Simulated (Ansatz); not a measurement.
`[OH][Sn][SH]` and `[OH][Sn][Br]` differ in one atom or group.

Ansatz, PBE0-D4/def2-TZVP geometries, multiplicity 1. Each molecule was computed in one conformer, which needn't be the lowest.

Elements past krypton have def2 core potentials. Scalar relativity is left out up to krypton.

```csv
property,`[OH][Sn][SH]`
size of the dipole moment (PBE/def2-TZVPP) / D,0.34
LUMO energy (PBE0/def2-TZVPP) / eV,-2.26
HOMO–LUMO gap (PBE/def2-TZVPP) / eV,3.42
LUMO energy (B3LYP/def2-TZVPP) / eV,-2.48
HOMO–LUMO gap (B3LYP/def2-TZVPP) / eV,4.70
HOMO energy (B3LYP/def2-TZVPP) / eV,-7.18
```

Give the same properties after the change, and the shifts. (An estimate is asked.)

Computed: 
| property | `[OH][Sn][Br]` | shift |
| --- | --- | --- |
| size of the dipole moment (PBE/def2-TZVPP) / D | 3.79 | 3.45 |
| LUMO energy (PBE0/def2-TZVPP) / eV | -2.59 | -0.33 |
| HOMO–LUMO gap (PBE/def2-TZVPP) / eV | 3.15 | -0.27 |
| LUMO energy (B3LYP/def2-TZVPP) / eV | -2.82 | -0.34 |
| HOMO–LUMO gap (B3LYP/def2-TZVPP) / eV | 4.49 | -0.21 |
| HOMO energy (B3LYP/def2-TZVPP) / eV | -7.30 | -0.12 |

With PBE0 the HOMO falls by 0.12 eV and the LUMO falls by 0.33 eV, so the gap narrows by about 0.21 eV. PBE moves the HOMO by -0.05 eV and ωB97M-V by -0.16 eV. The zero-point energy changes by -21.3 kJ/mol with -3 modes. Dipoles are sizes alone; their direction can turn.

B3LYP here is the variant with VWN-RPA as its local correlation; programs differ in this.

Spin–orbit coupling is left out; it splits and shifts lone-pair levels of the heavy atoms by tenths of an eV.
